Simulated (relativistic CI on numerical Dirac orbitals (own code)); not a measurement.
## Lu XXII: q coefficients and field-shift factors

Calculated at this level of theory: Dirac-Coulomb-Breit CI, orbitals from a KLI potential per configuration, derivatives by finite differences, unscaled Slater integrals, QED left out (own radial code, finite nucleus).

CI space (outside the closed core [Ar] 3d10 4p6 4d10): 4s2 4f4, 4s2 4f3 5s, 4s2 4f2 5s2, 4s2 4f3 5p, 4s2 4f2 5s 5p, 4s 4f3 5s2. Levels of other configurations are missing.

With x = (α/α₀)² − 1 an excitation energy changes as ω = ω₀ + qx; K = 2q/ω₀ is the relative enhancement. Terms are leading LS components, so labels can repeat. The field-shift factor is F = δν/δ⟨r²⟩ for the transition from the lowest level.

Lowest level 4s2 4f4 5I_4.

```
       Level  ω₀ (cm⁻¹)  q (cm⁻¹)       K  F (GHz/fm²)
4s2 4f4 5I_5     9020.4     10700    2.37        0.421
4s2 4f4 5I_6    17567.0     18620    2.12         0.75
4s2 4f4 5I_7    25353.3     23650    1.87        0.982
4s2 4f4 5I_8    32435.0     26610    1.64         1.14
4s2 4f4 5F_2    35901.4     349.8  0.0195        0.303
4s2 4f4 5F_1    36738.5      8457    0.46        0.568
4s2 4f4 3G_4    41302.4      1803  0.0873        0.404
4s2 4f4 5F_3    42433.3     11560   0.545        0.721
4s2 4f4 5S_2    45971.0     14670   0.638        0.849
4s2 4f4 3K_6    47230.0     14790   0.626         0.87
4s2 4f4 5G_2    48734.1      4978   0.204         0.56
4s2 4f4 5G_3    50540.7      6889   0.273        0.633
4s2 4f4 3K_7    50915.0     14780    0.58        0.906
4s2 4f4 5F_5    52297.6     17230   0.659        0.989
4s2 4f4 5F_4    52573.2     20440   0.778          1.1
4s2 4f4 3M_8    55473.1     14700    0.53        0.946
4s2 4f4 5F_5    62562.2     25660    0.82         1.35
4s2 4f4 5G_4    63019.4     20280   0.644         1.18
4s2 4f4 3D_2    64568.1     18260   0.566         1.12
4s2 4f4 3G_3    64662.4     20310   0.628         1.18
4s2 4f4 3P_1    69607.3     20560   0.591         1.23
4s2 4f4 3L_7    70429.1     30110   0.855         1.56
4s2 4f4 3L_8    71545.0     21400   0.598         1.29
```

At this charge energies of transitions that change n are usually good to better than 1 %, and those within a shell (Δn = 0) to a few per cent. Terms inside the open d or f shell come out 10 to 20 % too wide with unscaled integrals.
